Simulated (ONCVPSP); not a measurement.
**What one change does to a pseudopotential (Al, ONCV)**

```
Element                 : Al
Generator               : ONCVPSP 4.0.1
Type                    : optimised norm-conserving Vanderbilt (ONCV)
Functional              : PW91
Relativity              : scalar-relativistic
Frozen core             : [Ne]
Valence charge          : 3
Reference configuration : 3s1.75 3p1.25
Partial waves           : 3s: rc 1.70 bohr, ncon 4, nbas 8, qcut 4 1/bohr, 1 projector; 3p: rc 2.60 bohr, ncon 3, nbas 7, qcut 3.3 1/bohr, 2 projectors, debl 2 Ha; d scattering state at 0.27 Ha: rc 2.65 bohr, ncon 3, nbas 7, qcut 3.2 1/bohr, 2 projectors, debl 0.4 Ha
Local potential         : polynomial inside 1.10 bohr (lpopt 4, dvloc0 1 Ha)
Core correction         : Teter function, fcfact 4, rcfact 1.3
```

All-electron outer shells of the reference configuration (PW91, scalar-relativistic, ld1.x):

```json
{"shell": "2s", "level (eV)": "-108.70", "outermost node (bohr)": "0.16", "outermost maximum (bohr)": "0.50"}
{"shell": "2p", "level (eV)": "-70.26", "outermost node (bohr)": "–", "outermost maximum (bohr)": "0.43"}
{"shell": "3s", "level (eV)": "-8.01", "outermost node (bohr)": "0.80", "outermost maximum (bohr)": "2.09"}
{"shell": "3p", "level (eV)": "-2.91", "outermost node (bohr)": "0.82", "outermost maximum (bohr)": "2.61"}
```

Change: local potential polynomial inside 1.10 bohr (lpopt 4, dvloc0 1.5 Ha).

Cutoffs: the cutoffs (Ha) at which the residual kinetic energy of the hardest occupied pseudo-wave falls to 1 and 0.1 mHa per electron; they do not see the model core or the augmentation charge, which bear on the density cutoff. Errors are all-electron minus pseudo energies relative to the spin-unpolarised reference configuration.

Task: What does the change do?

Result: The potential gets neither clearly harder nor softer (5.7 Ha and 7.6 Ha → 5.7 Ha and 7.6 Ha); the lowest positive-energy flag moves from s at 35.4 eV to none; the errors of the 4 common tests hardly move; neither file shows a bound ghost.

```tsv
quantity	base	changed
cutoff, loose	5.7 Ha	5.7 Ha
cutoff, tight	7.6 Ha	7.6 Ha
bound ghosts	none	none
GHOST(+) flags under 300 eV	s at 35.4 eV	none
error for 3s2 3p1, meV [ΔE -1.27 eV]	+0.2	+0.2
error for 3s2 3p0, meV [ΔE 4.53 eV]	+0.7	+0.6
error for 3s1 3p0, meV [ΔE 23.81 eV]	+17	+16
error for 3s1 3p1, meV [ΔE 10.35 eV]	+3.2	+3.0
s: phases at 1.73 bohr within 0.05 rad from the reference energy up to (Ha; the scan ends near 5)	0.6	0.7
p: phases at 2.65 bohr within 0.05 rad from the reference energy up to (Ha; the scan ends near 5)	4.1	4.2
d: phases at 2.69 bohr within 0.05 rad from the reference energy up to (Ha; the scan ends near 5)	1.5	1.6
rms error of d²Exc/dni dnj with the model core, mHa	0.32	0.32
```
